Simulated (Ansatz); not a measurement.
Cost and result for the atomization energy of C2H7ClGe, SMILES `[CH3][GeH]([CH3])[Cl]` (11 atoms, 10 bonds).

Z-matrix (Å, degrees):
```
C
Ge 1 1.942
H 1 1.091 2 109.8
H 1 1.092 2 110.1 3 -119.9
H 1 1.090 2 110.2 3 119.9
C 2 1.942 1 113.3 3 56.2
Cl 2 2.173 1 106.7 3 -60.9
H 2 1.540 1 112.1 3 -175.8
H 6 1.092 2 110.1 1 63.9
H 6 1.091 2 109.8 1 -56.0
H 6 1.090 2 110.2 1 -176.0
```

The species carries charge 0 and has multiplicity 1. Correlated methods include outer-core shells of Ge, which these sets cover unevenly. Scalar relativity is left out up to krypton. The structure was optimised at the PBE0-D4/def2-TZVP level. Program: Ansatz. All runs use 4 threads of a server CPU on a shared host. Times are those of one run each, without the atoms' runs, and a repeat can differ threefold. Electronic energies, without spin–orbit coupling; frozen cores. CCSD(T)/CBS adds CCSD(T) − MP2 in def2-TZVPP to the MP2 limit, and its time is that of the two runs behind it. T1 = 0.009. With those shells the extrapolation isn't a true limit. B3LYP takes the VWN-RPA correlation (the form of Gaussian; ORCA's B3LYP/G). HSE06 is the plane-wave form, built on full-range PBE exchange.

CCSD(T)/CBS is a level of theory with its own doubt, some kJ/mol a heavy atom from the limit and from the frozen cores, so smaller differences don't rank the functionals.

| level | functions | wall time |
| --- | --- | --- |
| LDA (SPW92)/def2-TZVPP | 250 | 1.2 s |
| BLYP-D4/def2-TZVPP | 250 | 1.8 s |
| PBE-D4/def2-TZVPP (with forces) | 250 | 2.4 s |
| HSE06-D4/def2-TZVPP | 250 | 2.9 s |
| PBE0-D4/def2-TZVPP | 250 | 3.2 s |
| B3LYP-D4/def2-TZVPP (with forces) | 250 | 4.2 s |
| B2PLYP/def2-TZVPP | 250 | 4.4 s |
| r2SCANh-D4/def2-TZVPP | 250 | 4.4 s |
| CCSD(T)/def2-SVP | 113 | 5.5 s |
| ωB97M-V/def2-TZVPP (with forces) | 250 | 10 s |
| MP2/def2-QZVPP | 483 | 22 s |
| CCSD(T)/def2-TZVPP | 250 | 2.7 min |
| CCSD(T)/CBS(def2) | – | 3 min |

Question: What atomization energy does each give, and how far from CCSD(T)/CBS? (Estimate.)

Answer: Computed: 
```csv
level,atomization (kJ/mol),difference from CCSD(T)/CBS,per bond
LDA (SPW92)/def2-TZVPP,4294.8,459.8,46.0
BLYP-D4/def2-TZVPP,3775.1,-59.9,-6.0
PBE-D4/def2-TZVPP (with forces),3852.4,17.4,1.7
HSE06-D4/def2-TZVPP,3828.1,-6.9,-0.7
PBE0-D4/def2-TZVPP,3826.6,-8.4,-0.8
B3LYP-D4/def2-TZVPP (with forces),3809.8,-25.2,-2.5
B2PLYP/def2-TZVPP,3780.5,-54.5,-5.5
r2SCANh-D4/def2-TZVPP,3824.7,-10.3,-1.0
CCSD(T)/def2-SVP,3630.7,-204.3,-20.4
ωB97M-V/def2-TZVPP (with forces),3825.3,-9.7,-1.0
MP2/def2-QZVPP,3825.7,-9.3,-0.9
CCSD(T)/def2-TZVPP,3762.3,-72.7,-7.3
CCSD(T)/CBS(def2),3835.0,0.0,0.0
```

From PBE to PBE0 (25 % exact exchange), in def2-TZVPP and without D4, the atomization energy moves by −22.5 kJ/mol: exact exchange takes away binding that semilocal exchange gives to molecules. Leaving LDA and LC-ωPBE aside and taking each functional with its dispersion term where it has one, the values, not all of them listed here, spread over 103.9 kJ/mol, from BHLYP-D4 to PBE-D4. LDA lies +464.4 kJ/mol from PBE without D4, its usual overbinding. The D4 term adds +35.3 kJ/mol with B3LYP and +18.7 kJ/mol with PBE0; it sums over pairs of atoms, weighted by their polarisabilities, and B3LYP, whose exchange is more repulsive, gets the larger term.
